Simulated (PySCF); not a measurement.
System: Br₃ (anion, charge -1), singlet: symmetric bend, bond length relaxed. Scanned: Br-Br-Br angle. Other coordinates (Br-Br bond length) were minimised at B3LYP/def2-TZVP.

The free coordinates were minimised at B3LYP/def2-TZVP in PySCF; the energy column is wB97X-V/aug-cc-pVDZ (PySCF), in kcal/mol.

| a / ° | Br-Br bond length / Å | E |
|---|---|---|
| 180 | 2.625 | 0.0 |
| 170 | 2.628 | 1.0 |
| 160 | 2.642 | 3.9 |
| 150 | 2.662 | 8.5 |
| 140 | 2.690 | 14.6 |
| 130 | 2.725 | 21.7 |
| 120 | 2.767 | 29.6 |
| 110 | 2.819 | 37.7 |
| 100 | 2.873 | 45.7 |
| 90 | 2.931 | 53.1 |
| 80 | 2.917 | 58.7 |
